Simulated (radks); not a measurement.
Neutral indium inside a hard spherical wall (all orbitals vanish at R), configuration held at [Kr] 4d10 5s2 5p1 and not refilled when levels cross. Method: scalar-relativistic Kohn-Sham, PBE, spin-unpolarised, spherical densities, point nucleus; computed with a radial shooting solver on a logarithmic mesh with Libxc functionals. Eigenvalues in eV, with the zero of energy where the potential of the charges vanishes at infinity; a dash marks a level that is unbound or too diffuse for the functional's potential to be trusted. A positive occupied level is held by the wall or, in an anion where self-interaction has pushed it up, behind a barrier. The pressure on the wall is -dE/dV.

R (bohr),E (hartree),kinetic (hartree),e(4p),e(4d),e(5s),e(5p),"e(6s, empty)","e(5d, empty)",pressure (GPa)
free,-5881.63601,6130.553,-78.130,-18.623,-8.211,-2.519,-,-,0
20,-5881.63601,6130.553,-78.130,-18.623,-8.211,-2.519,-0.366,0.584,< 0.0001
15,-5881.63599,6130.553,-78.126,-18.619,-8.208,-2.515,-0.230,0.905,0.000176
12,-5881.63576,6130.555,-78.097,-18.590,-8.184,-2.490,0.141,1.389,0.00343
6,-5881.58713,6130.800,-76.633,-17.154,-6.990,-0.705,9.245,7.289,3.24
3.5,-5880.69194,6134.382,-68.592,-9.509,3.254,13.676,58.670,32.833,259
3,-5879.61064,6138.479,-62.833,-3.951,12.992,26.177,95.211,51.257,857
2.5,-5876.75992,6149.004,-51.813,7.258,35.329,53.376,166.50,87.157,3470
1.5,-5831.61596,6296.571,39.683,110.86,287.27,326.28,744.73,381.76,149000
